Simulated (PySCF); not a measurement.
Compound: C4H12OSi2.
SMILES with atom numbers: `[CH3:1][CH2:2][C@H:3]1[CH2:4][SiH2:5][O:6][SiH2:7]1` (hydrogens: H8, H9, H10 on C1; H11, H12 on C2; H13 on C3; H14, H15 on C4; H16, H17 on Si5; H18, H19 on Si7)

Structure optimised with GFN2-xTB, isolated species.

(1) List the bond lengths, angles and torsions at this level.

Answers

(1) 
| bond | length (Å) |
| --- | --- |
| C1–C2 | 1.523 |
| C2–C3 | 1.527 |
| C3–C4 | 1.541 |
| C4–Si5 | 1.907 |
| Si5–O6 | 1.641 |
| O6–Si7 | 1.638 |
| C3–Si7 | 1.915 |
| C1–H8, C1–H9, C1–H10 | 1.088 |
| C2–H11 | 1.093 |
| C2–H12 | 1.095 |
| C3–H13 | 1.097 |
| C4–H14 | 1.093 |
| C4–H15 | 1.091 |
| Si5–H16 | 1.457 |
| Si5–H17 | 1.460 |
| Si7–H18 | 1.458 |
| Si7–H19 | 1.461 |

Bonds in one row agree within 0.01 Å and their mean is given. A selection of angles:
| angle | degrees |
| --- | --- |
| C2–C1–H8 | 110.5 |
| C2–C1–H10 | 110.8 |
| H8–C1–H9 | 108.2 |
| H9–C1–H10 | 108.6 |
| C1–C2–C3 | 111.9 |
| C1–C2–H11 | 109.2 |
| C1–C2–H12 | 109.1 |
| C3–C2–H11 | 109.4 |
| C3–C2–H12 | 109.6 |
| H11–C2–H12 | 107.5 |
| C2–C3–C4 | 111.9 |
| C2–C3–Si7 | 115.9 |
| C2–C3–H13 | 107.4 |
| C4–C3–Si7 | 106.6 |
| C4–C3–H13 | 107.4 |
| Si7–C3–H13 | 107.3 |
| C3–C4–Si5 | 107.6 |
| C3–C4–H14 | 108.7 |
| C3–C4–H15 | 110.8 |
| Si5–C4–H14 | 109.0 |
| Si5–C4–H15 | 114.4 |
| H14–C4–H15 | 106.3 |
| C4–Si5–O6 | 98.4 |
| C4–Si5–H16 | 114.6 |
| C4–Si5–H17 | 114.2 |
| O6–Si5–H16 | 106.5 |
| O6–Si5–H17 | 107.0 |
| H16–Si5–H17 | 114.2 |
| Si5–O6–Si7 | 119.8 |
| O6–Si7–H18 | 106.3 |
| O6–Si7–H19 | 107.3 |
| C3–Si7–O6 | 98.6 |
| C3–Si7–H18 | 114.6 |
| C3–Si7–H19 | 114.0 |
| H18–Si7–H19 | 114.3 |

Dihedral angles: C1–C2–C3–C4 176° (antiperiplanar); C2–C3–C4–Si5 159° (antiperiplanar); C3–C4–Si5–O6 -25° (synperiplanar); C4–Si5–O6–Si7 8° (synperiplanar); Si5–O6–Si7–C3 8° (synperiplanar); C2–C3–Si7–O6 -150°.

O6 (siloxane oxygen) is bent (angle 119.8°). Of the pairs four or more bonds apart, Si7···H9 is among the closest relative to their van der Waals radii: 2.92 Å, 88 % of the sum of Bondi's values. The 5-membered ring C3–C4–Si5–O6–Si7 has internal angles of 98.4° to 119.8°; it is puckered, 0.15 Å rms from its mean plane, widest ring torsion 31°. Si5 (oxygen-bound silicon) is distorted tetrahedral (angles from 98.4° to 114.6°). Si7 (oxygen-bound silicon) is distorted tetrahedral (angles from 98.6° to 114.6°).

Point group: C1 (no symmetry element, even within 0.4 Å). GFN2-xTB frequencies: not computed here. One conformer, not necessarily the lowest.
